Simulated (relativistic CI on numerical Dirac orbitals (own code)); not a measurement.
## Gd⁴⁸⁺: sensitivity of the levels to the model

Base calculation: Dirac-Coulomb-Breit CI, KLI orbitals optimised for each configuration, QED by a radiative potential, unscaled Slater integrals.

Configurations in the expansion (outside the closed core [Ne]): 3s²3p⁴, 3s3p⁵, 3s²3p³3d, 3p⁶, 3s3p⁴3d, 3p⁵3d, 3s3p³3d², 3s²3p²3d4p, 3p⁵4s, 3s3p³3d4s, 3s²3p³4s, 3p⁵4p, 3s²3p³4p, 3s²3p³4d, 3p⁴3d4p, 3s3p⁴4s, 3s²3p³4f, 3s3p⁴4p, 3s3p⁴4d, 3s3p⁴4f, 3s²3p³5s, 3s²3p³5p, 3s²3p²4s4p, 3s²3p³5d, 3s²3p³5f, 3s²3p³5g, 3s3p³4s², 3s3p⁴5s, 3s²3p²3d², 3s²3p3d³, 3s3p²3d³, 3s²3p3d²4s, 3s²3p3d²4p, 3s²3p3d²4d, 3p⁴3d², 3p³3d³, 3p³3d²4s, 3p³3d²4p, 3p³3d²4d, 3s²3p²3d4s, 3s3p²3d²4s, 3s²3p3d4s², 3s²3p3d4s4p, 3s²3p3d4s4d, 3p⁴3d4s, 3p³3d4s², 3p³3d4s4p, 3p³3d4s4d, 3s²3p²4s², 3s3p²3d4s², 3s²3p4s²4p, 3s²3p4s²4d, 3s²3p²4p², 3s²3p3d4p², 3s3p²3d4p², 3s²3p4s4p², 3s²3p4p³, 3s²3p4p²4d, 3s3p³4s4p, 3s3p²3d4s4p, 3s3p²4s²4p, 3s3p²4s4p², 3s3p²4s4p4d. Double excitations out of closed p, d and f shells are left out; levels of such configurations are missing from the list, as are those of other unlisted configurations, and high levels can miss mixing partners. These lack a partner that the ground configuration has and come out too high: 3s²3p³4f, 3s3p⁴4p, 3s3p⁴4d, 3s3p⁴4f, 3s²3p³5s.

Variants: (1) valence Slater integrals scaled by 0.9; (2) Breit term removed. Shifts of the energy above 3s²3p⁴ ³P2, in eV, for the lowest level and the first level of each name with at least 55 % of one term (blank where a level changes its place among those of its configuration and J or its character, or is not in the variant):

```csv
Level,Base,Δ(1),Δ(2)
3s²3p⁴ ³P2,0.000,0.000,0.000
3s²3p⁴ ¹S0,16.498,-1.479,-0.310
3s²3p⁴ ³P1,172.109,+0.552,+1.898
3s²3p⁴ ¹D2,180.490,-0.295,+2.206
3s²3p³3d ³P°0,201.699,+0.185,+0.415
3s3p⁵ ³P°2,320.545,+2.228,+0.410
3s²3p⁴ ³P0,358.845,-0.213,+3.893
3s²3p³3d ³G°5,413.718,+0.244,+5.095
3s²3p²3d² ³P0,417.064,-0.017,+1.147
3s3p⁵ ³P°0,496.465,+2.495,+2.417
3s3p⁴3d ⁵F5,542.374,+3.105,+2.719
```

At this charge energies of transitions that change n are usually good to better than 1 %, and those within a shell (Δn = 0) to a few per cent.

Ionisation energy from the two ground configurations alone: base 4190.68 eV; Breit term removed 4194.22 eV. The NIST ASD value (theoretical) is 4191 eV.

LS names give the leading component of a level, which can be under half, so a name can repeat, a term be missing and a line seem to break the LS rules.
